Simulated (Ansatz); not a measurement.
Consider the ligand exchange at the Si–I bond: `C[SiH](I)CF` + HCl → `C[SiH](Cl)CF` + HI.

Gas-phase electronic energies from Ansatz, PBE0-D4/def2-TZVP geometries. CCSD(T)/CBS is the MP2 limit (def2-TZVPP, def2-QZVPP) plus CCSD(T) − MP2 in def2-TZVPP, frozen cores. This one scheme is used for every species. Functionals use def2-TZVPP. def2 core potentials past Kr. For I outer-core shells are correlated without core-valence functions, which leaves a few kJ/mol of doubt a bond. Each species was taken in one conformer, which may not be the lowest.

(1) Is it downhill or uphill in electronic energy at CCSD(T)/CBS, and by how much? (Best estimate.)

(2) What do these levels give: PBE0-D4, ωB97M-V, B2PLYP, HF/def2-TZVPP, SCS-MP2/def2-TZVPP, CCSD/def2-TZVPP, CCSD(T)/def2-TZVPP, HF/def2-QZVPP, MP2/def2-QZVPP, SCS-MP2/def2-QZVPP, HF/CBS(def2), MP2/CBS(def2)? (Best estimate.)

Largest T1 diagnostic among the species: 0.010.

Answers

(1) Computed: Downhill: ΔE = -0.06 eV.

(2) Ansatz gave: PBE0-D4 -0.07, ωB97M-V -0.13, B2PLYP -0.14, HF/def2-TZVPP -0.19, SCS-MP2/def2-TZVPP -0.10, CCSD/def2-TZVPP -0.13, CCSD(T)/def2-TZVPP -0.11, HF/def2-QZVPP -0.19, MP2/def2-QZVPP -0.03, SCS-MP2/def2-QZVPP -0.07, HF/CBS(def2) -0.19, MP2/CBS(def2) 0.00 eV.

The D4 term adds +0.04 eV with B3LYP and +0.02 eV with PBE0; it sums over pairs of atoms, weighted by their polarisabilities, and B3LYP, whose exchange is more repulsive, gets the larger term. In def2-TZVPP, CCSD(T) changes the Hartree–Fock value by +0.08 eV (the triples alone add +0.02 eV) and MP2 by +0.13 eV.

B3LYP here is the variant with VWN-RPA as its local correlation; programs differ in this.
